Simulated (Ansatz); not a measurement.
`BC(=C)C` + `[AlH2][SH]` → `B[S][AlH2]` + propene at 700 K and 1 bar (ligand exchange at a B–C bond).

Gas-phase electronic energies from Ansatz, PBE0-D4/def2-TZVP geometries. CBS: MP2 limit from def2 TZ/QZ plus the TZ coupled-cluster correction, frozen cores. This one scheme is used for every species.

```
     species  CCSD(T)/CBS energy (Eh)  H − E (kJ/mol)  S (J/(mol·K))
   `BC(=C)C`               -143.12562           305.6          402.8
`[AlH2][SH]`               -641.61836           102.7          330.6
`B[S][AlH2]`               -667.02114           153.6          391.0
      `C=CC`               -117.74610           260.0          340.6
```

H − E and S are ideal-gas, rigid-rotor, harmonic terms from PBE0-D4/def2-TZVP. 1 Eh = 2625.50 kJ/mol, R = 8.31446 J/(mol·K).

Task: By hand: ΔE, ΔH, ΔS and ΔG.

Result: ΔE = (-667.02114) + (-117.74610) − (-143.12562) − (-641.61836) = -0.02326 Eh = -61.1 kJ/mol. Δ(H − E) = 153.6 + 260.0 − 305.6 − 102.7 = 5.3, so ΔH = -55.8 kJ/mol. ΔS = 391.0 + 340.6 − 402.8 − 330.6 = -1.8 J/(mol·K). ΔG = -55.8 − 700 × (-1.8)/1000 = -54.5 kJ/mol.

Task: By hand: the equilibrium constant, and the temperature at which ΔG would vanish if ΔH and ΔS stayed fixed.

Result: log₁₀ K = −ΔG/(RT ln 10) = 4.1. ΔG = 0 at ΔH/ΔS = 31000 K, far beyond where these terms or the molecules hold.

The number of gas molecules stays the same, so ΔS is small and ΔH decides. A doubt of 5 kJ/mol in ΔE shifts log₁₀ K by 0.4 here. These are equilibria of isolated gas molecules and say nothing of rates. Largest T1 diagnostic: 0.014 (customary marks: 0.02 for closed shells, 0.045 for open ones).
